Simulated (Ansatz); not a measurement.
System: CI2, net charge -1, doublet state. 
Coordinates optimised at B3LYP-D3(BJ)/def2-TZVP (Ansatz, a quantum-chemistry and plane-wave program):
```
C
I 1 2.2763
I 1 2.2763 2 107.92
```
Charge -1, spin multiplicity 2.

Basis-set convergence of Hartree-Fock and CCSD correlation energies (hartree) with Ansatz. Cores are frozen in the correlated levels unless marked. Open shells are spin-unrestricted. No spin-orbit coupling. The frozen core is the preceding noble-gas configuration, with the filled d and f shells of earlier blocks. Past Kr the def2 sets carry scalar-relativistic core potentials.

```csv
basis,functions,E(HF),"E(corr, CCSD)"
def2-SVPD,90,-631.09313,-0.35664
def2-TZVPPD,155,?,?
```

Problem. What belongs in the gaps?

Solution. 
- def2-TZVPPD, E(HF): -631.15636
- def2-TZVPPD, E(corr, CCSD): -0.45355
